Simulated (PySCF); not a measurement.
Job for PySCF: D3(BJ) and D4 dispersion corrections on H2O2Pb (SMILES [OH][Pb][OH]), a point of a torsion scan.

```python
from pyscf import gto
from pyscf.dispersion import dftd3, dftd4

mol = gto.M(
    atom='''
    O     1.32611785    0.39950880   -0.66579134
    Pb   -0.35063854   -0.92699492   -0.39563742
    O    -1.72239704    0.19824404   -1.55410226
    H     2.17380580    0.21716942   -0.27007197
    H    -1.46456464    1.01268207   -1.97582356
    ''',
    basis='def2-svp',
    charge=0, spin=0, verbose=0, max_memory=1800)
d3, d4 = {}, {}
for xc in ['hf', 'pbe', 'blyp', 'revpbe', 'tpss', 'r2scan', 'b3lyp', 'pbe0', 'bhlyp', 'camb3lyp', 'b2plyp']:
    d3[xc] = float(dftd3.DFTD3Dispersion(mol, xc=xc, version='d3bj', atm=False).get_dispersion()['energy'])
    print(f'D3(BJ) {xc:10s} {d3[xc]:14.8f} Eh')
for xc in ['hf', 'pbe', 'blyp', 'revpbe', 'tpss', 'r2scan', 'b3lyp', 'pbe0', 'bhlyp', 'camb3lyp', 'b2plyp']:
    d4[xc] = float(dftd4.DFTD4Dispersion(mol, xc={'camb3lyp': 'cam-b3lyp'}.get(xc, xc), atm=True).get_dispersion()['energy'])
    print(f'D4     {xc:10s} {d4[xc]:14.8f} Eh')
```

The log:

```
D3(BJ) hf            -0.02249035 Eh
D3(BJ) pbe           -0.00249287 Eh
D3(BJ) blyp          -0.00585724 Eh
D3(BJ) revpbe        -0.00596861 Eh
D3(BJ) tpss          -0.00327237 Eh
D3(BJ) r2scan        -0.00065619 Eh
D3(BJ) b3lyp         -0.00490184 Eh
D3(BJ) pbe0          -0.00227969 Eh
D3(BJ) bhlyp         -0.00433031 Eh
D3(BJ) camb3lyp      -0.00228753 Eh
D3(BJ) b2plyp        -0.00253284 Eh
D4     hf            -0.00976663 Eh
D4     pbe           -0.00286382 Eh
D4     blyp          -0.00624120 Eh
D4     revpbe        -0.00760786 Eh
D4     tpss          -0.00383370 Eh
D4     r2scan        -0.00060897 Eh
D4     b3lyp         -0.00472893 Eh
D4     pbe0          -0.00240524 Eh
D4     bhlyp         -0.00414934 Eh
D4     camb3lyp      -0.00248211 Eh
D4     b2plyp        -0.00195585 Eh
```

The run finished.

Cost: very roughly 0.020 core-seconds.
